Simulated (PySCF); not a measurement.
First SCF of a structure search on quartet IrS(OH)₂, at a hand-made PBE0 minimum (heavy-atom frame) geometry. PySCF input:

```python
from pyscf import gto, scf, dft
mol = gto.M(atom='''
Ir     0.000000    -0.000000    -0.210180
S     -0.000000     0.000000     1.885410
O     -1.845430     0.000000    -0.620210
O      1.845430     0.000000    -0.620210
H     -2.532470     0.000000     0.057520
H      2.532470     0.000000     0.057520''',
    basis={'Ir': 'def2-SVP', 'S': 'def2-SVP', 'O': 'def2-SVP', 'H': 'def2-SVP'},
    ecp={'Ir': 'def2-SVP'},
    charge=0, spin=3)
mf = dft.UKS(mol, xc='PBE0')
mf.grids.atom_grid = (50, 194)
aux = {'Ir': 'def2-universal-JKFIT', 'S': 'def2-universal-JKFIT', 'O': 'def2-universal-JKFIT', 'H': 'def2-universal-JKFIT'}
mf = mf.density_fit(auxbasis=aux)
mf.conv_tol = 1e-08
mf.diis_space = 10
mf.max_cycle = 60
mf.init_guess = 'minao'
mf.verbose = 4
mf.kernel()
```

Excerpt of the output (cycles alone):

```
init E= -641.794474432614
cycle= 1 E= -652.898290767999  delta_E= -11.1  |g|= 1.17  |ddm|=  5.9
cycle= 2 E= -647.0228055618  delta_E= 5.88  |g|= 3.22  |ddm|=  7.1
cycle= 3 E= -653.500259045272  delta_E= -6.48  |g|= 0.545  |ddm|= 6.74
cycle= 4 E= -653.519432753121  delta_E= -0.0192  |g|= 0.525  |ddm|= 0.723
cycle= 5 E= -653.625988263388  delta_E= -0.107  |g|= 0.0969  |ddm|= 0.327
cycle= 6 E= -653.629696477399  delta_E= -0.00371  |g|= 0.0389  |ddm|= 0.0823
cycle= 7 E= -653.630378324087  delta_E= -0.000682  |g|= 0.0115  |ddm|= 0.0373
cycle= 8 E= -653.630445132792  delta_E= -6.68e-05  |g|= 0.00137  |ddm|= 0.0156
cycle= 9 E= -653.630446683362  delta_E= -1.55e-06  |g|= 0.000769  |ddm|= 0.00252
cycle= 10 E= -653.630447213365  delta_E= -5.3e-07  |g|= 0.000403  |ddm|= 0.00208
cycle= 11 E= -653.63044734212  delta_E= -1.29e-07  |g|= 0.0001  |ddm|= 0.0008
cycle= 12 E= -653.630447353951  delta_E= -1.18e-08  |g|= 1.6e-05  |ddm|= 0.000283
cycle= 13 E= -653.630447355169  delta_E= -1.22e-09  |g|= 6.86e-06  |ddm|= 9.08e-05
Extra cycle  E= -653.630447355336  delta_E= -1.67e-10  |g|= 6.45e-06  |ddm|= 2.77e-05
converged SCF energy = -653.630447355336  <S^2> = 3.7647706  2S+1 = 4.0073785
```

No lower solution of this spin was found from smeared starts or by a stability analysis within the unrestricted form.

Other spin states or occupations of the open shell can lie lower. Spin–orbit coupling, left out here, can matter for elements this heavy.

The search for the lowest solution, 3 starts and the stability check together, took 18 s on 2 threads of a shared Arm Neoverse V2 host, with 88 basis functions; the process peaked at 0.58 GiB. Launch command: `OMP_NUM_THREADS=2 python axn.py task.json out`.
